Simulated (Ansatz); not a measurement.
System: 2,3-dihydro-1,4-diselenine, C4H6Se2, charge 0, multiplicity 1. 
Geometry from a B3LYP-D3(BJ)/def2-TZVP (Ansatz, an electronic-structure program) optimisation:
```
C
H 1 1.0870
H 1 1.0909 2 108.69
C 1 1.5170 2 111.49 3 122.09
H 4 1.0870 1 111.49 2 173.85
H 4 1.0909 5 108.69 1 -122.09
Se 4 1.9687 5 108.52 6 -112.11
C 7 1.9018 4 99.72 5 -75.82
C 8 1.3295 7 129.52 4 -11.17
H 9 1.0833 8 119.28 7 178.10
H 8 1.0833 9 119.28 10 -1.29
Se 9 1.9018 10 111.20 8 -179.49
```
Charge 0, spin multiplicity 1.

Wanted: atomisation energy (electronic, to ground-state atoms), in kJ/mol. Cores are frozen in the correlated levels unless marked. UHF or UKS for open shells. No spin-orbit coupling. Frozen are the shells of the preceding noble gas and the d and f shells that filled before the atom's block. No relativistic terms. The coupled-cluster limit lacks core correlation, which all-electron functionals hold. CBS(X,Y): correlation extrapolated as X^-3; Hartree-Fock from the larger set. [CCSD(T)-MP2]/basis is that difference in the basis named.

| level | program | atomisation energy (kJ/mol) | minus last row |
|---|---|---|---|
| HF/6-31G | Ansatz | 3085.4 | -1544.3 |
| HF/aug-cc-pVQZ | Ansatz | 3284.8 | -1344.9 |
| revPBE-D3(BJ)/def2-TZVPD | Ansatz + dftd3 | 4667.7 | 38.0 |
| PBE0-D4/def2-TZVP | Ansatz + dftd4 | 4704.1 | 74.4 |
| PBE0/def2-QZVPP | Ansatz | 4675.6 | 45.9 |
| r2SCAN0/def2-TZVPD | Ansatz | 4583.8 | -45.9 |
| HSE06-D3(BJ)/def2-TZVPD | Ansatz + dftd3 | 4705.4 | 75.7 |
| wB97M-V/def2-TZVPD | Ansatz | 4631.4 | 1.7 |
| B2PLYP-D4/def2-TZVPD | Ansatz + dftd4 | 4594.8 | -34.9 |
| RI-MP2/CBS(cc-pVTZ,cc-pVQZ) | Ansatz | 4725.4 | 95.7 |
| SCS-MP2/cc-pVDZ | Ansatz | 4277.3 | -352.4 |
| CCSD/6-31G | Ansatz | 3945.7 | -684.0 |
| RI-MP2/CBS(aug-cc-pVTZ,aug-cc-pVQZ)+[CCSD(T)-MP2]/aug-cc-pVTZ | Ansatz | 4635.1 | 5.4 |
| RI-MP2/CBS(cc-pVTZ,cc-pVQZ)+[CCSD(T)-MP2]/cc-pVTZ | Ansatz | 4632.5 | 2.8 |
| CCSD(T)/CBS(cc-pVTZ,cc-pVQZ) | Ansatz | 4629.7 | 0.0 |
